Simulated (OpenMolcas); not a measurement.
## InHF2 (SMILES [F][InH][F]): methods side by side

The species is InHF2 (4 atoms), meant as a singlet with charge 0. As SMILES, `[F][InH][F]`. The coordinates come from a PBE0-D4/def2-TZVP relaxation.

Quantity: the electronic atomisation energy, in eV. The values are calculated. Electronic energies at fixed atoms, without zero-point motion or spin-orbit coupling.

```tsv
level	kind	program	value (eV)	CPU time (all runs)
HF/def2-TZVP (core potential)	Hartree–Fock	OpenMolcas	7.49	47 s
SVWN5/def2-TZVP (core potential)	LDA	OpenMolcas	13.34	73 s
M06-L/def2-TZVP (core potential)	meta-GGA	OpenMolcas	11.14	94 s
TPSS/def2-TZVP (core potential)	meta-GGA	OpenMolcas	11.41	91 s
r2SCAN/def2-TZVP (core potential)	meta-GGA	OpenMolcas	11.31	85 s
BHLYP/def2-TZVP (core potential)	global hybrid	OpenMolcas	10.33	73 s
M06-2X/def2-TZVP (core potential)	hybrid meta-GGA	OpenMolcas	11.13	84 s
PBE0/def2-TZVP (core potential)	global hybrid	OpenMolcas	10.91	78 s
```

The values span 7.49 to 13.34 eV. CPU times are rough (shared hosts, several kinds of processor): they show what a rung costs within a factor of a few.
